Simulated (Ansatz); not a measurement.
Reaction (cleavage of the Ge–B bond): `[BH2][GeH2][Cl]` + H–F → `[F][GeH2][Cl]` + BH₃

Isolated molecules relaxed with PBE0-D4/def2-TZVP in Ansatz; ΔE leaves out vibrations. CBS: MP2 limit from def2 TZ/QZ plus the TZ coupled-cluster correction, frozen cores. This one scheme is used for every species. DFT in def2-TZVPP. HSE06 is defined as in plane-wave codes. For Ge outer-core shells are correlated without core-valence functions, which leaves a few kJ/mol of doubt a bond. Scalar relativity is left out up to krypton.

| level | ΔE (kJ/mol) | difference from CCSD(T)/CBS |
| --- | --- | --- |
| r2SCAN-D4 | -67.7 | -9.7 |
| B97M-V | -73.3 | -15.3 |
| PBE0-D4 | -55.3 | 2.7 |
| BHLYP-D4 | -73.7 | -15.7 |
| PBE | -57.3 | 0.7 |
| HSE06 | -57.5 | 0.5 |
| BHLYP | -77.9 | -19.9 |
| LC-ωPBE | -65.7 | -7.7 |
| RPA@PBE/def2-TZVPP | -66.7 | -8.7 |
| CCSD/CBS(def2) | -59.3 | -1.3 |
| CCSD(T)/CBS | -58.0 | 0 |

Largest T1 diagnostic among the species: 0.011.

The D4 term adds +4.2 kJ/mol with B3LYP and +2.4 kJ/mol with PBE0; it sums over pairs of atoms, weighted by their polarisabilities, and B3LYP, whose exchange is more repulsive, gets the larger term. At CCSD(T), def2-SVP lies −21.7 kJ/mol from the extrapolated value and def2-TZVPP −5.6 kJ/mol. From BLYP to BHLYP (50 % exact exchange), in def2-TZVPP and without D4, ΔE moves by −3.4 kJ/mol.

B3LYP here is the variant with VWN-RPA as its local correlation; programs differ in this.
